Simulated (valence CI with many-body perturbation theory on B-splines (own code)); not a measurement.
The numbers below are computed, except where a source is named.
## From CI to CI+MBPT in Pb⁵⁰⁺

Level of theory: valence CI with perturbative core correlation (CI+MBPT): four valence electrons over a frozen Dirac-Fock core [Ar] 3d10, a basis of 11 s, 11 p, 9 d, 7 f, 5 g, 2 h, 1 i functions for each j, with the one-electron correlation potential Σ1 (screened to all orders), the two-electron term Σ2, the three-electron term Σ3, Breit, model QED; selected single and double excitations, second order for the rest (own B-spline code, finite nucleus).

No measured spectrum was set against this ion. As an estimate, large intervals hold to a few tenths of a per cent, small ones and those within an open d or f shell to about a per cent.

Each rung adds one term. CI alone is the Dirac-Coulomb CI over the frozen core; QED comes last and gives the full result, which names the levels. Energies are above (4s^2 4p1/2^2) J=0 on the same rung, in eV.

Levels are named by their leading jj configuration (3d3/2^4 stands for four electrons in 3d with j = 3/2), which in mixed levels can hold well under half, so a name can repeat and another be missing. Letters in brackets count levels of one name in rising energy.

| Level | CI alone | Σ1 | Σ2 | Σ3 | Breit | QED | Full |
| --- | --- | --- | --- | --- | --- | --- | --- |
| (4s^2 4p1/2 4p3/2) J=1 | 162.83 | +0.344 | +0.269 | +0.017 | -1.870 | +0.154 | 161.75 |
| (4s^2 4p1/2 4p3/2) J=2 | 167.94 | +0.345 | +0.194 | +0.007 | -1.932 | +0.155 | 166.71 |
| (4s 4p1/2^2 4p3/2) J=2 | 280.76 | +0.201 | +0.327 | +0.040 | -0.417 | -1.728 | 279.18 |
| (4s 4p1/2^2 4p3/2) J=1 | 298.34 | +0.198 | -0.294 | +0.019 | -0.434 | -1.682 | 296.15 |
| (4s^2 4p3/2^2) J=2 | 334.55 | +0.688 | +0.437 | +0.013 | -3.743 | +0.298 | 332.25 |
| (4s^2 4p3/2^2) J=0 | 345.33 | +0.689 | +0.292 | -0.008 | -3.664 | +0.296 | 342.94 |
| (4s^2 4p1/2 4d3/2) J=2 | 345.76 | +0.057 | +0.096 | +0.041 | -2.385 | -0.258 | 343.31 |
| (4s^2 4p1/2 4d3/2) J=1 | 368.53 | +0.071 | -1.029 | -0.007 | -2.244 | -0.327 | 365.00 |
| (4s^2 4p1/2 4d5/2) J=2 | 392.13 | +0.208 | -0.414 | +0.028 | -2.982 | -0.231 | 388.74 |
| (4s^2 4p1/2 4d5/2) J=3 | 393.28 | +0.203 | -0.298 | +0.022 | -3.126 | -0.188 | 389.89 |
| (4s 4p1/2 4p3/2^2) J=2 [a] | 440.23 | +0.526 | +0.555 | +0.046 | -2.244 | -1.533 | 437.58 |
| (4s 4p1/2 4p3/2^2) J=3 | 450.38 | +0.535 | +0.417 | +0.038 | -2.400 | -1.534 | 447.43 |
| (4s 4p1/2 4p3/2^2) J=0 | 456.61 | +0.538 | +0.443 | +0.027 | -2.204 | -1.539 | 453.87 |
| (4s 4p1/2^2 4d3/2) J=1 | 465.00 | -0.086 | +0.075 | +0.058 | -0.764 | -2.151 | 462.13 |
| (4s 4p1/2 4p3/2^2) J=1 [a] | 465.66 | +0.543 | -0.021 | +0.021 | -2.285 | -1.543 | 462.37 |
| (4s 4p1/2 4p3/2^2) J=2 [b] | 468.07 | +0.536 | -0.226 | +0.023 | -2.392 | -1.495 | 464.52 |
| (4s 4p1/2 4p3/2^2) J=1 [b] | 469.99 | +0.546 | -0.523 | +0.014 | -2.217 | -1.582 | 466.22 |
| (4s 4p1/2^2 4d3/2) J=2 | 469.40 | -0.081 | +0.031 | +0.048 | -0.837 | -2.149 | 466.41 |
| (4s 4p1/2^2 4d5/2) J=3 | 508.89 | +0.056 | -0.308 | +0.056 | -1.602 | -2.041 | 505.05 |
| (4s 4p1/2^2 4d5/2) J=2 | 518.02 | +0.058 | -0.444 | +0.020 | -1.488 | -2.090 | 514.08 |
| (4s^2 4p3/2 4d3/2) J=2 | 528.14 | +0.415 | -0.651 | +0.016 | -4.090 | -0.214 | 523.62 |
| (4s^2 4p3/2 4d3/2) J=1 | 530.09 | +0.413 | -0.552 | +0.018 | -4.129 | -0.170 | 525.67 |
| (4s^2 4p3/2 4d3/2) J=0 | 530.23 | +0.411 | -0.529 | +0.018 | -4.048 | -0.165 | 525.91 |
| (4s^2 4p3/2 4d3/2) J=3 | 530.37 | +0.406 | -0.450 | +0.011 | -4.273 | -0.121 | 525.94 |
| (4s^2 4p3/2 4d5/2) J=4 | 551.16 | +0.537 | +0.286 | +0.047 | -4.966 | -0.014 | 547.05 |
| (4s^2 4p3/2 4d5/2) J=2 | 556.31 | +0.551 | +0.051 | +0.041 | -4.861 | -0.079 | 552.01 |
| (4s^2 4p3/2 4d5/2) J=3 | 573.02 | +0.534 | -0.848 | -0.011 | -4.884 | -0.043 | 567.77 |
| (4s^2 4p3/2 4d5/2) J=1 | 575.96 | +0.542 | -0.544 | -0.023 | -4.784 | -0.050 | 571.10 |
| (4p1/2^2 4p3/2^2) J=2 | 585.87 | +0.383 | -0.354 | +0.048 | -0.948 | -3.291 | 581.71 |
| (4s^2 4p1/2 4f5/2) J=3 | 589.69 | +0.161 | -0.234 | -0.033 | -3.505 | -0.329 | 585.75 |
| (4p1/2^2 4p3/2^2) J=0 | 594.54 | +0.392 | -0.364 | +0.035 | -0.872 | -3.313 | 590.42 |

The middle columns are the shifts that each term adds.

(1) How does the ionisation energy move along the ladder, and which term matters most?

Results:

(1) CI alone 2969.2, + Σ1 2971.2, + Σ2 2971.5, + Σ3 2971.4, + Breit 2967.1, + QED 2967.1 eV. The largest step is Breit, -4.2 eV. NIST lists 2965 ± 4 eV (theoretical).
